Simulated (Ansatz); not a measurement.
Species: C$_{3}$H$_{13}$NSi$_{2}$, charge 0, multiplicity 1. 
Coordinates optimised at B3LYP-D3(BJ)/def2-TZVP (Ansatz, a first-principles code):
```xyz
19

C      1.5444     0.2405     1.5845
C      1.1809    -0.1541     0.1561
C      1.8952     0.7178    -0.8751
N     -0.2911    -0.1524    -0.0620
Si    -0.9030    -1.5482    -0.8789
Si    -1.2691     1.1743     0.4713
H      2.6205     0.1501     1.7409
H      1.2699     1.2783     1.7905
H      1.0335    -0.3967     2.3067
H      1.5249    -1.1855     0.0131
H      1.6074     1.7644    -0.7620
H      2.9784     0.6488    -0.7553
H      1.6403     0.4028    -1.8874
H     -2.3681    -1.4189    -1.0266
H     -0.2823    -1.7057    -2.2201
H     -0.5855    -2.7824    -0.1150
H     -0.6507     2.4739     0.1101
H     -2.5859     1.0550    -0.1893
H     -1.4783     1.1918     1.9412
```
Charge 0, spin multiplicity 1.

Quantity: atomisation energy (electronic, to ground-state atoms), in kcal/mol. Cores are frozen in the correlated levels unless marked. Open shells are spin-unrestricted. No spin-orbit coupling. Non-relativistic unless marked X2C. The coupled-cluster limit lacks core correlation, which all-electron functionals hold. CBS marks a two-point X^-3 extrapolation of the correlation energy; Hartree-Fock from the larger set. [CCSD(T)-MP2]/basis is that difference in the basis named.

```csv
level,program,atomisation energy (kcal/mol),minus last row
HF/6-31G,Ansatz,1094.9,-525.9
B3LYP/def2-TZVPD,Ansatz,1601.3,-19.5
PBE0-D4/def2-TZVPD,Ansatz + dftd4,1613.5,-7.3
PBE0/def2-TZVPD,Ansatz,1603.3,-17.5
BHLYP/def2-TZVPD,Ansatz,1578.2,-42.6
r2SCAN0-D4/def2-TZVPD,Ansatz + dftd4,1602.0,-18.8
HSE06-D3(BJ)/def2-TZVPD,Ansatz + dftd3,1613.2,-7.6
CAM-B3LYP/def2-TZVPD,Ansatz,1616.6,-4.2
wB97M-V/def2-TZVPD,Ansatz,1620.9,0.1
RI-MP2/aug-cc-pV(T+d)Z,Ansatz,1593.4,-27.4
SCS-MP2/6-31G*,Ansatz,1452.9,-167.9
SCS-MP2/aug-cc-pV(D+d)Z,Ansatz,1522.2,-98.6
SCS-MP2/cc-pV(T+d)Z,Ansatz,1593.2,-27.6
CCSD/STO-3G,Ansatz,1729.4,108.6
CCSD/6-31G,Ansatz,1334.5,-286.3
CCSD/aug-cc-pV(D+d)Z,Ansatz,1498.4,-122.4
CCSD(T)/aug-cc-pV(D+d)Z,Ansatz,1513.2,-107.6
CCSD(T)/cc-pwCVTZ,Ansatz,1582.4,-38.4
X2C-CCSD(T)/cc-pVTZ-DK,Ansatz,1572.9,-47.9
CCSD(T) with core electrons (1s frozen past Ne)/cc-pwCVTZ,Ansatz,1586.3,-34.5
"RI-MP2/CBS(aug-cc-pV(T+d)Z,aug-cc-pV(Q+d)Z)+[CCSD(T)-MP2]/aug-cc-pV(T+d)Z",Ansatz,1620.8,0.0
```
